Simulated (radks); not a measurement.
Values are calculated unless marked as measured or tabulated.
Se IX, configuration [Ar] 3d8. Level of theory: Dirac Kohn-Sham, relativistic LDA (MacDonald-Vosko exchange, VWN5 correlation), spin-unpolarised, spherical densities, finite nucleus; open shells fill j = l - 1/2 first; Fermi nuclear charge, rms radius 4.14 fm (a radial shooting solver on a logarithmic mesh with Libxc functionals).

Unscreened Slater integrals over Kohn-Sham orbitals (cm^-1). Large and small components are both included.

\begin{tabular}{lr}
integral & value \\ \hline
F0(3d5/2,3d5/2) & 348950 \\
F2(3d5/2,3d5/2) & 169750 \\
F4(3d5/2,3d5/2) & 107360 \\
F0(3d5/2,3d3/2) & 349890 \\
F2(3d5/2,3d3/2) & 170130 \\
G2(3d5/2,3d3/2) & 169780 \\
G4(3d5/2,3d3/2) & 107380 \\
F0(3d5/2,3p3/2) & 344930 \\
F2(3d5/2,3p3/2) & 166730 \\
G1(3d5/2,3p3/2) & 199110 \\
G3(3d5/2,3p3/2) & 124760 \\
F0(3d5/2,3p1/2) & 347920 \\
G3(3d5/2,3p1/2) & 126330 \\
F0(3d3/2,3d3/2) & 350830 \\
F2(3d3/2,3d3/2) & 170510 \\
F0(3d3/2,3p3/2) & 345800 \\
F2(3d3/2,3p3/2) & 166920 \\
G1(3d3/2,3p3/2) & 198980 \\
G3(3d3/2,3p3/2) & 124700 \\
F0(3d3/2,3p1/2) & 348810 \\
G1(3d3/2,3p1/2) & 202350 \\
F0(3p3/2,3p3/2) & 344840 \\
F2(3p3/2,3p3/2) & 173370 \\
F0(3p3/2,3p1/2) & 347650 \\
G2(3p3/2,3p1/2) & 174400 \\
F0(3p1/2,3p1/2) & 350560 \\
\end{tabular}
